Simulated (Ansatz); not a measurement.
Steps of a relaxation of C2H10AsNSi (`CN(C)[AsH][SiH3]`) with RKS PBE-D4/def2-SVP.

```sh
$ ansatz run in.yaml --threads 4 --pin off --events-out ev --progress --plain --max-ram 11315MiB
```

```yaml
crystal:
  periodic: [false, false, false]
  atoms:
    - {symbol: C, position_ang: [-1.508800, -0.096100, 1.254600]}
    - {symbol: N, position_ang: [-0.389400, 0.241500, 0.411600]}
    - {symbol: C, position_ang: [0.660800, 0.783700, 1.232900]}
    - {symbol: As, position_ang: [0.298200, -1.377000, -0.386600]}
    - {symbol: Si, position_ang: [1.053800, -0.296500, -2.272200]}
    - {symbol: H, position_ang: [-1.920500, 0.891000, 1.736800]}
    - {symbol: H, position_ang: [-1.293500, -0.810400, 2.022800]}
    - {symbol: H, position_ang: [-2.344900, -0.413600, 0.598900]}
    - {symbol: H, position_ang: [1.582900, 1.027500, 0.659200]}
    - {symbol: H, position_ang: [0.373700, 1.734000, 1.747600]}
    - {symbol: H, position_ang: [0.981900, 0.058100, 2.058100]}
    - {symbol: H, position_ang: [-1.116200, -1.642900, -1.093800]}
    - {symbol: H, position_ang: [2.247200, 0.437300, -1.918800]}
    - {symbol: H, position_ang: [1.297000, -1.257400, -3.299300]}
    - {symbol: H, position_ang: [0.056000, 0.670100, -2.722600]}
basis:
  gaussian: {orbitals: def2-SVP}
hamiltonian: {xc: pbe, dispersion: d4}
relax: {f_tol: 0.03, max_steps: 200}
```

Positions (Å) and forces (eV/Å) along the path, 8 of 12 steps:

```xyz
15
step=1 energy=-72414.3366 eV
C    -1.509   -0.096    1.255   -1.690    2.703   -0.922
N    -0.389    0.241    0.412    0.390    0.123   -0.051
C     0.661    0.784    1.233    1.068   -0.004    0.943
As    0.298   -1.377   -0.387   -1.281   -0.842    0.267
Si    1.054   -0.296   -2.272   -0.591    0.631    0.299
H    -1.921    0.891    1.737    0.679   -1.314   -0.383
H    -1.294   -0.810    2.023    0.158   -1.085    1.214
H    -2.345   -0.414    0.599   -0.069   -0.383    0.203
H     1.583    1.028    0.659   -0.118   -0.073   -0.132
H     0.374    1.734    1.748   -0.235   -0.175   -0.183
H     0.982    0.058    2.058   -0.059    0.470   -0.270
H    -1.116   -1.643   -1.094    0.823   -0.032    0.265
H     2.247    0.437   -1.919    1.064    0.501    0.197
H     1.297   -1.257   -3.299    0.410   -1.037   -1.124
H     0.056    0.670   -2.723   -0.549    0.516   -0.325
15
step=4 energy=-72414.7485 eV
C    -1.562   -0.054    1.261    0.115   -0.010   -0.043
N    -0.346    0.163    0.486   -0.055   -0.104    0.030
C     0.715    0.748    1.292    0.036    0.045    0.034
As    0.276   -1.452   -0.380   -0.010    0.055    0.002
Si    1.026   -0.246   -2.314   -0.010   -0.035   -0.024
H    -1.900    0.917    1.683   -0.014    0.034    0.010
H    -1.445   -0.763    2.124   -0.019    0.010   -0.023
H    -2.374   -0.436    0.609   -0.006   -0.005   -0.001
H     1.620    0.930    0.674   -0.007   -0.004   -0.002
H     0.379    1.736    1.677   -0.002   -0.004   -0.011
H     1.026    0.137    2.181   -0.014   -0.006   -0.006
H    -1.074   -1.727   -1.081   -0.002    0.018    0.004
H     2.284    0.508   -1.967   -0.030   -0.006    0.013
H     1.361   -1.240   -3.400    0.012    0.035    0.006
H    -0.006    0.726   -2.817    0.005   -0.022    0.012
15
step=5 energy=-72414.7542 eV
C    -1.550   -0.037    1.233    0.022   -0.025   -0.006
N    -0.320    0.142    0.479   -0.004    0.021    0.050
C     0.737    0.729    1.291    0.018   -0.003    0.001
As    0.281   -1.484   -0.374    0.003   -0.004    0.029
Si    0.995   -0.248   -2.293    0.032    0.006   -0.092
H    -1.876    0.945    1.641    0.003    0.016   -0.004
H    -1.464   -0.741    2.104   -0.018    0.007   -0.004
H    -2.360   -0.409    0.572   -0.003    0.001   -0.002
H     1.653    0.893    0.684   -0.016   -0.015    0.002
H     0.405    1.727    1.655   -0.001   -0.011   -0.009
H     1.027    0.127    2.193   -0.007    0.002    0.000
H    -1.079   -1.749   -1.057   -0.004    0.001    0.006
H     2.195    0.576   -1.905   -0.012   -0.011    0.010
H     1.413   -1.195   -3.393    0.002    0.033    0.021
H    -0.080    0.672   -2.798   -0.015   -0.019   -0.003
15
step=6 energy=-72414.7564 eV
C    -1.537   -0.008    1.196   -0.034   -0.037    0.033
N    -0.280    0.121    0.478   -0.014    0.082    0.047
C     0.772    0.697    1.306   -0.006   -0.041   -0.022
As    0.292   -1.515   -0.369    0.060   -0.058    0.042
Si    0.957   -0.249   -2.286    0.080    0.124   -0.127
H    -1.844    0.990    1.585    0.024   -0.016   -0.015
H    -1.501   -0.705    2.078   -0.005    0.037   -0.032
H    -2.340   -0.362    0.518    0.020    0.011    0.000
H     1.707    0.825    0.720   -0.036   -0.019    0.020
H     0.454    1.711    1.640    0.017   -0.028   -0.002
H     1.020    0.104    2.227   -0.006    0.023   -0.024
H    -1.082   -1.776   -1.024   -0.006   -0.005    0.014
H     2.058    0.694   -1.841   -0.141   -0.117   -0.064
H     1.512   -1.133   -3.390   -0.074    0.106    0.127
H    -0.210    0.555   -2.807    0.123   -0.062    0.003
15
step=8 energy=-72414.7587 eV rejected
C    -1.534   -0.009    1.181    0.010   -0.031   -0.052
N    -0.268    0.130    0.481    0.018    0.031    0.039
C     0.773    0.701    1.325   -0.031   -0.032    0.017
As    0.336   -1.504   -0.354   -0.008    0.015   -0.009
Si    0.937   -0.241   -2.299    0.002   -0.006   -0.017
H    -1.801    0.965    1.643   -0.033    0.054   -0.004
H    -1.539   -0.771    2.006    0.032    0.012    0.008
H    -2.339   -0.278    0.468   -0.031   -0.008   -0.002
H     1.731    0.766    0.769    0.020   -0.004   -0.002
H     0.490    1.740    1.607   -0.014   -0.014    0.012
H     0.959    0.134    2.273    0.049    0.009    0.014
H    -1.045   -1.807   -0.972   -0.012   -0.028   -0.008
H     2.018    0.719   -1.880   -0.009    0.001   -0.003
H     1.494   -1.130   -3.383   -0.004    0.014    0.000
H    -0.235    0.533   -2.837    0.012   -0.013    0.007
15
step=9 energy=-72414.7622 eV
C    -1.537   -0.003    1.187    0.001   -0.002   -0.019
N    -0.272    0.130    0.484   -0.004    0.007    0.016
C     0.774    0.693    1.326   -0.010   -0.012    0.001
As    0.321   -1.504   -0.360    0.003   -0.003   -0.005
Si    0.943   -0.242   -2.302   -0.010    0.031   -0.045
H    -1.830    0.988    1.598   -0.005    0.011   -0.006
H    -1.522   -0.723    2.048    0.006    0.005    0.002
H    -2.336   -0.326    0.488    0.004    0.002    0.002
H     1.721    0.792    0.757   -0.001   -0.004    0.002
H     0.475    1.716    1.644    0.001   -0.004    0.007
H     0.992    0.104    2.256    0.008    0.002    0.000
H    -1.062   -1.806   -0.979    0.019    0.002   -0.001
H     2.026    0.717   -1.879   -0.017   -0.020    0.006
H     1.503   -1.127   -3.389   -0.004    0.003    0.021
H    -0.218    0.540   -2.852    0.009   -0.020    0.019
15
step=10 energy=-72414.7631 eV
C    -1.530    0.009    1.161    0.007   -0.012   -0.027
N    -0.249    0.129    0.484   -0.010   -0.003    0.018
C     0.786    0.683    1.345   -0.008   -0.009    0.007
As    0.352   -1.506   -0.352   -0.031   -0.003   -0.033
Si    0.918   -0.239   -2.308    0.000    0.017    0.044
H    -1.814    1.001    1.578   -0.012    0.015   -0.006
H    -1.545   -0.720    2.015    0.012    0.017   -0.011
H    -2.322   -0.291    0.443    0.019    0.005    0.015
H     1.748    0.761    0.796   -0.018   -0.004    0.012
H     0.498    1.715    1.647    0.003   -0.017    0.008
H     0.973    0.098    2.285    0.012    0.015   -0.016
H    -1.035   -1.829   -0.953    0.020   -0.010    0.016
H     1.969    0.750   -1.874   -0.022   -0.011   -0.033
H     1.507   -1.112   -3.390   -0.013    0.022    0.000
H    -0.278    0.500   -2.846    0.040   -0.021    0.006
15
step=12 energy=-72414.7647 eV
C    -1.528    0.024    1.144    0.012    0.014   -0.002
N    -0.236    0.127    0.488   -0.023   -0.015    0.014
C     0.794    0.668    1.363    0.000    0.001   -0.008
As    0.366   -1.509   -0.349   -0.003    0.000   -0.015
Si    0.907   -0.238   -2.309   -0.011    0.017    0.018
H    -1.824    1.028    1.523    0.007   -0.023   -0.007
H    -1.553   -0.677    2.022   -0.002    0.015   -0.020
H    -2.305   -0.304    0.423    0.015    0.005    0.012
H     1.758    0.757    0.818   -0.007    0.002    0.006
H     0.502    1.693    1.681    0.004   -0.006    0.000
H     0.981    0.069    2.293   -0.007    0.004   -0.009
H    -1.023   -1.850   -0.933    0.017    0.004    0.007
H     1.939    0.775   -1.890   -0.003   -0.006    0.000
H     1.504   -1.091   -3.400   -0.002   -0.010   -0.002
H    -0.302    0.477   -2.846    0.004   -0.002    0.006
```

It took 12 s on 4 threads of an AMD EPYC 9R45 on a shared host, with 0.22 GiB of host memory at the peak.
